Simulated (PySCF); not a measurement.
Atoms are numbered as in `[O:1]=[CH:2][c:3]1[cH:4][cH:5][cH:6][cH:7][c:8]1[OH:9]`. Each H is labelled by its parent atom.

How the numbers were obtained: B97-2/pcSseg-2 with gauge-including orbitals, PBE0-D3(BJ)/def2-TZVP structure, in PySCF (non-relativistic, one conformer, no solvent model).

δ = σ(ref) − σ, references computed at the same level: 13C, 1H against TMS; 17O vs H2O.

```csv
atoms,nucleus,count,δ (ppm)
C5,13C,1,123.6
C3,13C,1,125.4
H(C2),1H,1,10.13
C6,13C,1,144.9
C8,13C,1,173.4
H(C7),1H,1,7.19
O1,17O,1,541.3
H(O9),1H,1,?
C2,13C,1,?
C4,13C,1,141.4
O9,17O,1,?
H(C5),1H,1,7.11
C7,13C,1,?
H(C6),1H,1,?
H(C4),1H,1,7.65
```

Question: Complete the table.

Answer: 
- C2: 203.4 ppm, aldehyde carbonyl carbon; the double bond to the heteroatom, with no lone-pair donor beside it, deshields it most
- C7: 123.5 ppm, aromatic CH
- H(O9): 13.14 ppm, hydrogen on a phenol-type oxygen; labile proton, position sensitive to the medium
- H(C6): 7.74 ppm, hydrogen on an aromatic CH; ring-current deshielding
- O9: 136.4 ppm, phenol-type oxygen

Exchangeable OH/NH protons stand at their gas-phase positions; hydrogen bonding in a real sample shifts them, mostly to higher δ. Shifts are as computed. Against solution values, carbons near 30 ppm lie about +3 ppm off and those near 130 ppm about +7 ppm. Of 1211 compounds with measured shifts, 218 miss one by over three times the rms of a fit or turn the order of signals round; such compounds aren't used in these exercises. Unscaled 17O shifts of doubly bonded oxygen tend to come out too high, by tens of ppm or more. Experimental scales use liquid or dissolved standards, which lie at an offset from isolated H2O (liquid H2O: subtract about 36 ppm).
